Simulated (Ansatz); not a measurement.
Frontier orbitals of H6NNaSi2.

```xyz
10

Na    1.054    2.269   -0.518
N     0.247    0.349    0.022
Si    0.700   -0.607    1.327
Si   -0.881    0.165   -1.197
H     1.790    0.083    2.102
H    -0.386   -0.880    2.325
H     1.258   -1.952    0.969
H    -0.776    1.422   -2.062
H    -2.326    0.112   -0.804
H    -0.680   -0.962   -2.165
```

The species carries charge 0 and has multiplicity 1. Correlated methods include outer-core shells of Na, which these sets cover unevenly. The bonds changed during the relaxation, so this is another structure than the one it started from. The structure was optimised at the PBE0-D4/def2-TZVP level. Basis def2-TZVPP, the Gaussian-basis code of Ansatz.

Orbital energies of one run (eV). Highest occupied ones, from the top: -4.96, -5.61, -7.40, -7.41, -8.18, -8.39, -8.63, -11.40, -12.96, -19.35, -30.33, -30.42, -30.42, -59.77. Empty: -1.47, 0.21, 0.46, 0.54, 1.11, 1.55.

Q: Which functional gave them?
A. PBE0
B. r2SCAN
C. LC-ωPBE
D. BHLYP

A: B. HOMO energies: r2SCAN -4.96, PBE0 -5.95, LC-ωPBE -8.59, BHLYP -7.07 eV.

LC-ωPBE has ω = 0.4 bohr⁻¹.
